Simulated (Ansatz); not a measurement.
CH9BSi2 can be A, `BC[SiH2][SiH3]`, or B, `C[SiH2]B[SiH3]`.

Computed with Ansatz on PBE0-D4/def2-TZVP structures; ΔE is electronic, products minus reactants. CCSD(T)/CBS is the MP2 limit (def2-TZVPP, def2-QZVPP) plus CCSD(T) − MP2 in def2-TZVPP, frozen cores. DFT in def2-TZVPP. B3LYP here is the variant with VWN-RPA as its local correlation; programs differ in this. Each species was taken in one conformer, which may not be the lowest.

Problem. Which isomer does CCSD(T)/CBS put lower? Give the gap. (An estimate is asked.)

Solution. The calculation gave: A, by 53.5 kJ/mol.

Problem. Give E(B) − E(A) in kJ/mol with CCSD/def2-TZVPP, PBE-D4, MP2/def2-TZVPP, B3LYP-D4, r2SCAN-D4, ωB97M-V, HF/def2-TZVPP. (Best estimate.)

Solution. Ansatz gave: CCSD/def2-TZVPP 51.5, PBE-D4 51.6, MP2/def2-TZVPP 61.1, B3LYP-D4 53.0, r2SCAN-D4 53.7, ωB97M-V 56.3, HF/def2-TZVPP 49.4. None reverses the order clearly.

Largest T1 diagnostic: 0.013.

In def2-TZVPP, CCSD(T) changes the Hartree–Fock value by +3.8 kJ/mol (the triples alone add +1.6 kJ/mol) and MP2 by +11.7 kJ/mol.
